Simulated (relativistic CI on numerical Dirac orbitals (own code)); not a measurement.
# Hyperfine structure of Mn8+, mass number 53

Calculated at this level of theory: Dirac-Coulomb-Breit CI, KLI orbitals optimised for each configuration, a model potential for QED, unscaled Slater integrals (own radial code, finite nucleus).

Configurations in the expansion (outside the closed core [Ne]): 3s²3p⁵, 3s3p⁶, 3s²3p⁴3d, 3s3p⁵3d, 3p⁶3d, 3s3p⁴3d², 3s²3p⁴4s, 3s²3p⁴4p, 3s²3p³3d4p, 3p⁶4s, 3s²3p⁴4d, 3p⁶4p, 3s3p⁵4s, 3s²3p³3d², 3s²3p²3d³, 3s3p³3d³, 3s²3p²3d²4s, 3s²3p²3d²4p, 3s²3p²3d²4d. Double excitations out of closed p, d and f shells are left out; levels of such configurations are missing from the list, as are those of other unlisted configurations, and high levels can miss mixing partners. These lack a partner that the ground configuration has and come out too high: 3s3p⁵4s.

Nuclear spin I = 7/2, μ = 5.033 μN, Q = 0.17 b (tables of Stone and Pyykkö). The electronic factors are computed for point nuclear moments, without core polarisation or the Bohr-Weisskopf and QED corrections.

| Level | E (cm⁻¹) | A (MHz) | B (MHz) |
| --- | --- | --- | --- |
| 3s²3p⁵ ²P°3/2 | 0 | 4921 | -1010 |
| 3s²3p⁵ ²P°1/2 | 12497 | 24180 |  |
| 3s3p⁶ ²S1/2 | 262210 | 66590 |  |
| 3s²3p⁴3d ⁴D7/2 | 358871 | 1260 | -748 |
| 3s²3p⁴3d ⁴D5/2 | 359080 | 2582 | -275 |
| 3s²3p⁴3d ⁴D3/2 | 360105 | 4014 | 4.83 |
| 3s²3p⁴3d ⁴D1/2 | 361234 | 8737 |  |
| 3s²3p⁴3d ⁴F9/2 | 389551 | 2617 | 1100 |

Levels with J = 0, under 50 % of one LS term, or S terms without an open s electron are left out. Small factors come from cancelling terms and can be off by tens of per cent or more.

At this charge configurations can still be misplaced by up to about 7 % of their energy.

Q: Give the hyperfine levels of 3s²3p⁵ ²P°1/2 relative to its centre of gravity.

A: With K = F(F + 1) − I(I + 1) − J(J + 1), E = AK/2: F = 3: -54420, F = 4: 42320 MHz.

LS names give the leading component of a level, which can be under half, so a name can repeat, a term be missing and a line seem to break the LS rules.
